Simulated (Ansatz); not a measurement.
Molecule: C₃H₇Si (charge 0, doublet). It need not be the lowest isomer of its formula. 
Geometry from a B3LYP-D3(BJ)/def2-TZVP (Ansatz, a first-principles code) optimisation:
SMILES: [CH]=CC[SiH3]
```xyz
11

C     -2.2158     0.6537    -0.0118
C     -1.2838    -0.1710     0.3831
C     -0.1482    -0.6977    -0.4482
Si     1.4894     0.1342     0.0035
H     -3.0762     1.1523     0.4030
H     -1.2921    -0.4972     1.4290
H     -0.0371    -1.7752    -0.2957
H     -0.3424    -0.5332    -1.5097
H      2.6051    -0.4948    -0.7453
H      1.4320     1.5766    -0.3256
H      1.7455    -0.0171     1.4564
```
Charge 0, spin multiplicity 2.

Dipole moments at this geometry, in debye (magnitudes).

```json
[
 {"level": "r2SCANh/def2-TZVPD", "program": "Ansatz", "dipole (D)": "0.73"},
 {"level": "HSE06/def2-TZVPD", "program": "Ansatz", "dipole (D)": "0.74"},
 {"level": "CAM-B3LYP/def2-TZVPD", "program": "Ansatz", "dipole (D)": "0.74"},
 {"level": "wB97M-V/def2-TZVPD", "program": "Ansatz", "dipole (D)": "0.75"},
 {"level": "CCSD(T)/aug-cc-pV(D+d)Z", "program": "Ansatz", "dipole (D)": "…"}
]
```

### Question
Fill in the missing entries.

### Answer

- CCSD(T)/aug-cc-pV(D+d)Z, dipole (D): 0.71
